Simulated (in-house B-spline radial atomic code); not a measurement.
The numbers below are computed, except where a source is named.
**Mean free path of electrons in Sn from the free-electron model**

The electrons form a uniform gas at zero temperature with Lindhard's dielectric function (RPA). An added electron of energy E, from the band bottom, collides once per mean free path λ, with 1/λ = (1/πE) ∫dω ∫dq/q Im(−1/ε(q, ω)), in atomic (or effective) units, with ω up to E − E_F and q between √(2E) ∓ √(2(E − ω)); electron-hole pairs and the plasmon pole are integrated apart. No exchange between the two electrons.

Sn: 4 valence electrons per atom, density 7.287 g/cm³, mass 118.71 u, so r_s = 2.22 bohr. Core levels, phonons and band structure are left out.

(1) Find E_F, the plasma energy, the screening length and the long-wave dispersion of the plasmon.

```tsv
E − E_F (eV)	λ (nm)	share of plasmon losses	lifetime (fs)	stopping (eV/nm)
0.508	284	0.00	147	0.00119
2.03	21.9	0.00	10.6	0.0611
5.08	5	0.00	2.16	0.66
10.2	1.91	0.00	0.714	3.44
16.3	1.04	0.00	0.341	10.1
25.4	0.379	0.36	0.107	45.5
40.7	0.328	0.46	0.0776	58.2
91.5	0.447	0.56	0.0747	46.8
224	0.793	0.64	0.0874	28.1
610	1.7	0.70	0.115	13.7
```

(2) Where is λ shortest, and how does it grow on either side?

(3) Photoelectrons 224 eV above E_F leave through 3 nm of this material at 30° from the normal. What share escapes without loss, and what depth gives 95 % of a bulk signal? Ignore elastic scattering.

Results:

(1) k_F = 1.91916/2.22 = 0.8645, E_F = k_F²/2 = 10.17 eV. ω_p = √(3/r_s³) = 0.5236 hartree = 14.25 eV. The Thomas-Fermi length is √(π/4k_F) = 0.953 bohr = 0.0504 nm. For small q, ω = ω_p + α q² with α = (3/5) E_F/ω_p = 0.4282; at q = 0.2622 this gives 15.05 eV, and the zero of ε lies at 15.08 eV. The plasmon meets the pair continuum ω = q k_F + q²/2 at q_c = 0.65555 = 0.76 k_F, 21.3 eV.

(2) The least value in the table is 0.328 nm at 40.7 eV, 2.9 times the plasma energy. Between the last two rows it grows as (E − E_F)^0.76, near Bethe's E/ln E, and between the first two as (E − E_F)^-1.85, where the Pauli principle blocks most collisions.

(3) exp(−d/(λ cos θ)) = exp(−3/(0.793 × 0.866)) = 0.013. 95 % comes from within 3λ cos θ = 2.06 nm. The mean loss per collision is λ × stopping = 22.3 eV. The d or semicore shells, left out, add losses that the model lacks.
